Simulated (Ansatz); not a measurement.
Geometry optimisation, RHF/def2-SVP (Ansatz 0.2.0).

The input (input.yaml):

```yaml
crystal:
  periodic: [false, false, false]
  atoms:
    - { symbol: Al, position_ang: [0.080546, 0.624977, -0.429733] }
    - { symbol: H, position_ang: [0.023771, -0.04569, 2.245591] }
    - { symbol: "N", position_ang: [1.625649, 0.06037, -1.006786] }
    - { symbol: H, position_ang: [1.794702, -0.835911, -1.422575] }
    - { symbol: H, position_ang: [2.477748, 0.583995, -0.947215] }
    - { symbol: F, position_ang: [-1.281956, -0.280096, -0.591597] }
    - { symbol: Cl, position_ang: [-0.107226, 2.618801, 0.442142] }
    - { symbol: H, position_ang: [-0.010834, 0.653954, 2.113174] }
basis:
  gaussian: { orbitals: def2-SVP }
hamiltonian:
  xc: hf
relax:
  f_tol: 0.03
  max_steps: 50
```

Run as:

```bash
$ ansatz run input.yaml --threads 1 --pin off --max-ram 2048MiB --backend cpu --events-out ev --progress --plain --runs-dir out
```

**Question.** Where does it end, and by what steps?

**Answer.** The run converged. After 14 steps the energy has fallen by 0.171 eV; H8 moved furthest, 0.44 Å.

```csv
step,energy less start (eV),largest force component (eV/Å),accepted
0,0.0000,1.540,yes
1,-0.1346,0.881,yes
2,-0.1588,0.312,yes
3,-0.1603,0.208,yes
4,-0.1652,0.120,yes
5,-0.1655,0.102,yes
6,-0.1666,0.081,yes
7,-0.1669,0.084,yes
8,-0.1674,0.150,yes
9,-0.1680,0.107,yes
10,-0.1685,0.140,yes
11,-0.1649,0.535,no
12,-0.1670,0.121,no
13,-0.1695,0.056,yes
14,-0.1709,0.017,yes
```

```xyz
8
Properties=species:S:1:pos:R:3
Al 0.111 0.752 -0.488
H -0.201 -0.234 2.271
N 1.641 0.109 -1.031
H 1.793 -0.840 -1.314
H 2.491 0.633 -1.108
F -1.214 -0.224 -0.438
Cl -0.113 2.763 0.038
H 0.095 0.421 2.474
```

Whether the end is a true minimum wasn't checked by a vibrational analysis.

Run time: 29 s on 1 thread of Arm Neoverse V1 (shared host), peak memory 0.15 GiB.
